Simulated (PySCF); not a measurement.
HfI3, SMILES [I][Hf+]([I])[I], charge +1, multiplicity 1.

Geometry optimised at B3LYP-D3(BJ)/def2-SVP. The spin state was assumed, not searched. The isomer is the one that the SMILES or the coordinates give; other isomers of the formula were not compared. The def2 effective core potentials stand for the cores of Hf, I; spin–orbit coupling is left out.

Two levels are set side by side: TDDFT-PBE/def2-SVPD (PySCF) and TDDFT-LC-ωPBE/def2-SVPD (PySCF). Vertical, same geometry. The lowest singlet is HOMO→LUMO 100 % with PBE and HOMO→LUMO 94 % with the other functional; states are paired by order. Differences are taken from unrounded values.

| quantity | TDDFT-LC-ωPBE | TDDFT-PBE | TDDFT-PBE minus TDDFT-LC-ωPBE |
|---|---|---|---|
| lowest singlet excitation (eV) | 3.54 | 2.18 | -1.37 |
| lowest triplet excitation (TDA) (eV) | 3.48 | 2.14 | -1.34 |

A lower first singlet is the usual sign of a functional without exact exchange. Differences between two approximate levels are no errors against the true value.

Rough cost on one machine, each run with all the roots and properties that it gave: TDDFT-LC-ωPBE against TDDFT-PBE about 5 times.
